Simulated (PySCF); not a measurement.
MoF6, SMILES [F][Mo]([F])([F])([F])([F])[F], multiplicity 1.

Geometry: B3LYP-D3(BJ)/def2-SVP. The spin state was assumed, not searched. The isomer is the one that the SMILES or the coordinates give; other isomers of the formula were not compared. The def2 effective core potentials stand for the cores of Mo; spin–orbit coupling is left out.

These are ωB97X/def2-TZVP (PySCF) values and carry that method's errors.

Gas-phase values at a fixed geometry.

```
Quantity                                                                                                       Result
---------------------------------------------------------------------------------------------  ----------------------
total energy                                                                                       -667.59766 hartree
point group                                                                                                        Oh
highest occupied level                                                                                      -15.36 eV
lowest empty level                                                                                           -3.72 eV
orbital gap                                                                                                  11.64 eV
dipole moment                                                                                                  0.00 D
quadrupole, principal values (traceless, Buckingham form, about the centre of nuclear charge)    0.00, 0.00, 0.00 D·Å
mean static polarisability                                                                       45.2 bohr³ (6.70 Å³)
polarisability, principal values                                                               45.2, 45.2, 45.2 bohr³
```
